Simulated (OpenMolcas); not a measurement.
Ti2+: moving the ligands

Ti2+ with 6 ligands (sulfide) in octahedral coordination (Oh) at 2.64 Å. A charge of +1.67 e stands 2.8 Å behind each ligand. Ligand basis ANO-RCC-VDZP.
```
Ti    0.0000    0.0000    0.0000
S     2.6400    0.0000    0.0000
S     0.0000    2.6400    0.0000
S    -2.6400    0.0000    0.0000
S     0.0000   -2.6400    0.0000
S     0.0000    0.0000    2.6400
S     0.0000    0.0000   -2.6400
```

```
Program             : OpenMolcas 26.06
Method              : CASSCF
Basis               : ANO-RCC-VTZP [6s5p3d2f1g]
Scalar Hamiltonian  : DKH2, point nucleus
Active space        : 2 electrons in 5 orbitals (3d)
State averaging     : 2S+1 = 3 even, 10 roots; 2S+1 = 1 even, 15 roots
Spin-orbit coupling : RASSI with atomic mean-field integrals over the reference wave functions
```

Runs around this geometry, states (labels of O, the rotations of Oh). Energies in cm-1 above the lowest state or level, χT in cm3 K/mol; under a threefold ground state the first gap can be a small split of the lowest multiplet, not the spin-orbit step.

```
R (Å)  Ground state  First state of that spin  First gap with spin-orbit (degeneracies)  χT at 300 K  First state of another spin
 2.57           3T1                  3T2 1441                               16.5 (2, 3)        1.172                    1T2 10450
 2.64           3T1                  3T2 1513                               16.2 (2, 3)        1.174                    1T2 10702
  2.7           3T1                  3T2 1503                               16.5 (2, 3)        1.178                    1T2 10849
```

An orbital triplet at a regular site is open to Jahn-Teller coupling, which can distort the site and quench the lowest spin-orbit gaps and is left out. Without dynamic correlation the repulsion within the d shell is too large (B by tens of per cent), so at a given field states of lower spin stand too high. The sulfide ions are held by bare point charges, a crude embedding. Ligand-to-metal charge-transfer states are missing. With no ligand orbital active B as a rule stays too high, so bands that hang on it stand too high and its fall with covalency is understated. With metal d orbitals alone and no dynamic correlation the field as a rule comes out too small, by tens of per cent, by up to half for chloride and softer ligands. No measured value stands beside these numbers; the geometry was imposed, not optimised, and the real ion may take another.
